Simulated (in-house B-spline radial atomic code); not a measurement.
Configurations of Si+, with energies counted from [Ne] 3s2 3p1. Computed with an all-electron radial atomic-structure program (B-spline basis): scalar-relativistic (X2C) PBE0, spin-polarised, spherical fractional occupations, exact exchange averaged over the configuration, Fermi nucleus of rms radius 3.1224 fm. Shells without spins written out take the highest spin.

Occupations are held fixed; configurations that lie above the ionisation limit could autoionise.

```json
{"configuration": "[Ne] 3s2 3d1", "E - E(ref) (eV)": "8.6341", "highest orbital": "3d up", "its <r> (bohr)": "3.819"}
{"configuration": "[Ne] 3s2 4d1", "E - E(ref) (eV)": "11.991", "highest orbital": "4d up", "its <r> (bohr)": "8.389"}
{"configuration": "[Ne] 3s1 3p1 4f1", "E - E(ref) (eV)": "19.068", "highest orbital": "4f up", "its <r> (bohr)": "8.479"}
{"configuration": "[He] 2s2 2p5 3s2 3p1 3d1", "E - E(ref) (eV)": "111.05", "highest orbital": "3d up", "its <r> (bohr)": "3.14"}
{"configuration": "[He] 2s2 2p5 3s2 3p1 4s1", "E - E(ref) (eV)": "111.22", "highest orbital": "4s up", "its <r> (bohr)": "4.807"}
```

Question: Order these further configurations by energy, lowest first.
A. [Ne] 3s1 3p1 4s1
B. [He] 2s2 2p5 3s2 3p1 4d1
C. [Ne] 3s1 3p1 4d1
D. [Ne] 3s2 4p1
E. [Ne] 3s2 4f1

Answer: D (9.7686 eV), E (12.712 eV), A (14.181 eV), C (18.216 eV), B (115.44 eV).

Question: How far above the reference does [Ne] 3s1 3p2 lie?

Answer: 5.0385 eV; its least bound orbital is 3p up with <r> = 2.362 bohr.
